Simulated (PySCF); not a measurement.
## `FC1=CC1=C1C=CC=C1`, C$_{8}$H$_{5}$F

Molfile (atoms numbered from 1):
```
C8H5F
     RDKit          3D

 14 15  0  0  0  0  0  0  0  0999 V2000
    3.1878    0.4511    1.8760 F   0  0  0  0  0  0  0  0  0  0  0  0
    2.5738    0.2814    0.7541 C   0  0  0  0  0  0  0  0  0  0  0  0
    2.6641    0.1456   -0.5562 C   0  0  0  0  0  0  0  0  0  0  0  0
    1.3541    0.1149    0.0769 C   0  0  0  0  0  0  0  0  0  0  0  0
    0.0077    0.0015   -0.0024 C   0  0  0  0  0  0  0  0  0  0  0  0
   -0.9206    0.0509    1.1165 C   0  0  0  0  0  0  0  0  0  0  0  0
   -2.1787   -0.1012    0.6080 C   0  0  0  0  0  0  0  0  0  0  0  0
   -2.0906   -0.2502   -0.8335 C   0  0  0  0  0  0  0  0  0  0  0  0
   -0.7786   -0.1903   -1.2092 C   0  0  0  0  0  0  0  0  0  0  0  0
    3.2347    0.0877   -1.4795 H   0  0  0  0  0  0  0  0  0  0  0  0
   -0.6374    0.1855    2.1602 H   0  0  0  0  0  0  0  0  0  0  0  0
   -3.1057   -0.1107    1.1827 H   0  0  0  0  0  0  0  0  0  0  0  0
   -2.9424   -0.3877   -1.5009 H   0  0  0  0  0  0  0  0  0  0  0  0
   -0.3742   -0.2682   -2.2180 H   0  0  0  0  0  0  0  0  0  0  0  0
  1  2  1  0
  2  3  2  0
  3  4  1  0
  4  5  2  3
  5  6  1  0
  6  7  2  0
  7  8  1  0
  8  9  2  0
  4  2  1  0
  9  5  1  0
  3 10  1  0
  6 11  1  0
  7 12  1  0
  8 13  1  0
  9 14  1  0
M  END
```

Theory: PySCF 2.14.0, quadratic response CAM-B3LYP/aug-cc-pVDZ first hyperpolarisability, Taylor convention, gas phase. Geometry: PBE0-D3(BJ)/def2-SVP.

Q: Give the tensor of the second harmonic β(−2ω;ω,ω) at 1064 nm in the axes of these coordinates.

A: In au, Taylor convention; rows are the first index (the induced dipole):
|  | xx | yy | zz | xy | xz | yz |
| --- | --- | --- | --- | --- | --- | --- |
| x | -5.3 | +108.6 | +123.9 | +0.7 | +157.2 | +12.2 |
| y | +0.8 | +31.0 | +12.8 | +97.7 | +6.8 | +23.1 |
| z | +151.4 | +24.8 | +74.8 | +6.2 | +64.3 | +8.0 |

Norm of βᵢ = ⅓ Σⱼ (βᵢⱼⱼ + βⱼᵢⱼ + βⱼⱼᵢ): 314.0 au, hyper-Rayleigh value 144.9 au.
